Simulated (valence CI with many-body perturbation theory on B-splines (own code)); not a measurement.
## Sc⁶⁺: key properties

Level of theory: configuration interaction combined with many-body perturbation theory (CI+MBPT): five valence electrons over a frozen Dirac-Fock core [Ne], radial functions for each j: 9 s, 9 p, 8 d, 6 f, 3 g, 1 h, with the one-electron correlation potential Σ1 (screened to all orders), the two-electron term Σ2, the three-electron term Σ3, Breit, model QED; selected single and double excitations, second order for the rest, scaled by the run's own slope (own B-spline code, finite nucleus).

No measured levels were compared; by estimate levels hold to about 100 cm⁻¹ or 0.05 % of their energy and the worst to 300 or 400 cm⁻¹, as in measured light ions of charge 2 to 7. Among the levels kept, up to 850 cm⁻¹ of a level comes from second order outside the variational space, and about a tenth of that is noise between levels of different J, which matters for small intervals.

Rates and lifetimes use the calculated energies. Strong lines usually hold to 10 to 20 %, long lifetimes can be off by a factor of two.

What is the ground level?

3s²3p³ ⁴S°_3/2, composition 96 % 3s²3p³ ⁴S° + 3 % 3s3p³3d ⁴S°, g = 1.999.

What is the ionisation energy?

136.59 eV; NIST lists 137.99 ± 0.25 eV (semi-empirical).

Name the longest-lived excited levels whose lifetime is computed, and their main decay.

3s²3p³ ²D°_5/2 at 30461 cm⁻¹ lives 28.7 s, mostly by M1 to 3s²3p³ ⁴S°_3/2; 3s²3p³ ²D°_3/2 at 29784 cm⁻¹ lives 1.12 s, mostly by M1 to 3s²3p³ ⁴S°_3/2; 3s²3p³ ²P°_1/2 at 49694 cm⁻¹ lives 65.3 ms, mostly by M1 to 3s²3p³ ⁴S°_3/2.

Among levels below 412350 cm⁻¹, which E1 lines absorb most strongly from the ground level?

to 3s²3p²3d ⁴P_5/2 at 29.84 nm, f = 1.08; to 3s²3p²3d ⁴P_3/2 at 29.71 nm, f = 0.723; to 3s²3p²3d ⁴P_1/2 at 29.64 nm, f = 0.363.

What are the static dipole polarisabilities of the lowest levels?

3s²3p³ ⁴S°_3/2 1.21; 3s²3p³ ²D°_3/2 1.21 (tensor 0.032); 3s²3p³ ²D°_5/2 1.21; 3s²3p³ ²P°_1/2 1.19 bohr³, of which the core gives 0.0164.
